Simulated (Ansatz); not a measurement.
Consider the stannylene formation by 1,1-elimination: `[CH3][SnH]([F])[Cl]` → `[F][Sn][Cl]` + CH₄.

Isolated molecules relaxed with PBE0-D4/def2-TZVP in Ansatz; ΔE leaves out vibrations. CBS: MP2 limit from def2 TZ/QZ plus the TZ coupled-cluster correction, frozen cores. This one scheme is used for every species. Functionals use def2-TZVPP. B3LYP here is the variant with VWN-RPA as its local correlation; programs differ in this. HSE06 is defined as in plane-wave codes. Elements past krypton have def2 core potentials. For Sn outer-core shells are correlated without core-valence functions, which leaves a few kJ/mol of doubt a bond.

```
             level  ΔE (kJ/mol)  difference from CCSD(T)/CBS
       LDA (SPW92)        -44.0                          7.1
         revPBE-D4        -78.6                        -27.5
           BLYP-D4        -98.2                        -47.1
         r2SCAN-D4        -58.2                         -7.1
            B97M-V        -55.1                         -4.0
           PBE0-D4        -54.9                         -3.8
          B3LYP-D4        -81.5                        -30.4
        r2SCAN0-D4        -49.3                          1.8
          HSE06-D4        -55.4                         -4.3
          BHLYP-D4        -62.3                        -11.2
      CAM-B3LYP-D4        -65.3                        -14.2
           ωB97X-V        -46.9                          4.2
           ωB97M-V        -56.1                         -5.0
            B2PLYP        -75.7                        -24.6
          PBE-QIDH        -43.3                          7.8
               PBE        -79.3                        -28.2
            revPBE        -93.4                        -42.3
            r2SCAN        -60.1                         -9.0
              PBE0        -61.0                         -9.9
             B3LYP        -92.5                        -41.4
           r2SCAN0        -51.5                         -0.4
             HSE06        -61.2                        -10.1
             BHLYP        -71.7                        -20.6
         CAM-B3LYP        -71.7                        -20.6
           LC-ωPBE        -38.2                         12.9
RPA@PBE/def2-TZVPP        -54.1                         -3.0
       HF/def2-SVP        -66.7                        -15.6
      MP2/def2-SVP        -43.8                          7.3
     CCSD/def2-SVP        -55.5                         -4.4
  CCSD(T)/def2-SVP        -55.1                         -4.0
     HF/def2-TZVPP        -62.0                        -10.9
    MP2/def2-TZVPP        -51.9                         -0.8
SCS-MP2/def2-TZVPP        -58.5                         -7.4
   CCSD/def2-TZVPP        -49.4                          1.7
CCSD(T)/def2-TZVPP        -46.8                          4.3
     HF/def2-QZVPP        -62.6                        -11.5
    MP2/def2-QZVPP        -54.5                         -3.4
SCS-MP2/def2-QZVPP        -59.7                         -8.6
      HF/CBS(def2)        -62.7                        -11.6
    CCSD/CBS(def2)        -53.6                         -2.5
       CCSD(T)/CBS        -51.1                            0
```

Task: What do rigid-rotor, harmonic-oscillator terms from PBE0-D4/def2-TZVP frequencies (298.15 K, 1 bar) make of the CCSD(T)/CBS value? (Estimate.)

Result: The calculation gave: ΔZPE = +2.9 kJ/mol, ΔH = -45.7 kJ/mol, ΔS = 128 J/(mol·K), ΔG = -84.0 kJ/mol.

Largest T1 diagnostic among the species: 0.016.

In def2-TZVPP, CCSD(T) changes the Hartree–Fock value by +15.2 kJ/mol (the triples alone add +2.6 kJ/mol) and MP2 by +10.1 kJ/mol. From r2SCAN to r2SCAN0 (25 % exact exchange), in def2-TZVPP and without D4, ΔE moves by +8.6 kJ/mol. Leaving LDA and LC-ωPBE aside and taking each functional with its dispersion term where it has one, the values spread over 54.8 kJ/mol, from BLYP-D4 to PBE-QIDH. LDA lies +35.3 kJ/mol from PBE without D4.

CCSD(T)/CBS has its own doubt, a few kJ/mol and more with outer-core shells, so smaller differences from it don't rank the levels.
